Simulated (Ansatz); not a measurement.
`N[CH2][Al]([OH])[OH]` → `[OH][Al][OH]`• + `[CH2]N`•  (homolysis of the Al–C bond)

Isolated molecules relaxed with PBE0-D4/def2-TZVP in Ansatz; ΔE leaves out vibrations. CBS: MP2 limit from def2 TZ/QZ plus the TZ coupled-cluster correction, frozen cores. Functionals use def2-TZVPP. B3LYP here is the variant with VWN-RPA as its local correlation; programs differ in this. Open shells (•) are unrestricted, without spin–orbit coupling. One conformer a species, not always the lowest.

(1) What is ΔE at CCSD(T)/CBS? (Best estimate.)

(2) What do these levels give: PBE0-D4, ωB97X-V, ωB97M-V, PBE, r2SCAN, B3LYP, MP2/def2-TZVPP, SCS-MP2/def2-TZVPP, CCSD(T)/def2-TZVPP, HF/def2-QZVPP, MP2/def2-QZVPP, HF/CBS(def2)? (An estimate is asked.)

Largest T1 diagnostic among the species: 0.016.

Answers

(1) The calculation gave: +3.11 eV.

(2) Computed: PBE0-D4 2.88, ωB97X-V 3.08, ωB97M-V 3.15, PBE 2.76, r2SCAN 2.73, B3LYP 2.73, MP2/def2-TZVPP 3.10, SCS-MP2/def2-TZVPP 3.11, CCSD(T)/def2-TZVPP 3.03, HF/def2-QZVPP 1.99, MP2/def2-QZVPP 3.14, HF/CBS(def2) 1.99 eV.

In def2-TZVPP, CCSD(T) changes the Hartree–Fock value by +1.03 eV (the triples alone add +0.06 eV) and MP2 by +1.10 eV; breaking electron pairs costs correlation energy, which Hartree–Fock lacks. From PBE to PBE0 (25 % exact exchange), in def2-TZVPP and without D4, ΔE moves by +0.05 eV.
